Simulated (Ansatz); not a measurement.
This geometry of ClFH$_{6}$N$_{2}$OTi (12 atoms, charge 0, multiplicity 1) is a first-order saddle point.

Level of theory: RKS B3LYP/def2-SVP in Ansatz 0.2.0.

```xyz
12
Properties=species:S:1:pos:R:3
Ti -0.262 0.005 0.156
Cl -0.177 0.975 2.364
O 1.493 -0.211 -0.096
H 1.963 -0.667 -0.805
N -0.723 1.471 -0.895
H -1.532 1.529 -1.509
H -0.176 2.331 -0.919
N -1.107 -1.331 -0.855
H -1.776 -2.010 -0.496
H -0.930 -1.483 -1.847
F -1.752 -1.090 1.626
H -1.416 -0.470 2.295
```

**Question.** Which two structures does it join? (They come from a converged band through this point; their orientation in space is the band's.)

**Answer.** Bonds broken: Ti1–Cl2, F11–H12. Bonds formed: Ti1–F11, Cl2–H12. ClFH6N2OTi becomes ClH + FH5N2OTi.

First end point:

```xyz
12
Properties=species:S:1:pos:R:3
Ti -0.071 -0.104 -0.091
Cl 0.243 -0.182 2.231
O 1.557 -0.177 -0.763
H 2.480 -0.265 -0.498
N -0.803 1.528 -0.624
H -1.794 1.743 -0.521
H -0.307 2.276 -1.107
N -0.981 -1.610 -0.713
H -1.989 -1.717 -0.612
H -0.575 -2.379 -1.244
F -2.388 -0.006 1.118
H -1.768 -0.059 1.841
```

Last end point:

```xyz
12
Properties=species:S:1:pos:R:3
Ti 0.031 -0.254 -0.136
Cl -2.682 1.022 2.451
O 1.753 -0.231 -0.609
H 2.297 -0.752 -1.211
N -0.765 1.358 -0.609
H -1.599 1.668 -0.104
H -0.359 2.122 -1.147
N -0.899 -1.603 -1.042
H -0.772 -2.598 -0.852
H -1.654 -1.468 -1.711
F -0.160 -0.528 1.646
H -1.588 0.313 2.342
```

**Question.** How far does it lie above each of them?

**Answer.** 0.35 eV above the first and 0.49 eV above the second. This is the barrier of this one path; another mechanism may lie lower. The orbitals stay closed-shell, which can raise the energy where a bond breaks towards radicals; this wasn't checked here.

Run time: 13 min on 4 threads of Arm Neoverse V1, on a shared host, peak memory 0.44 GiB.
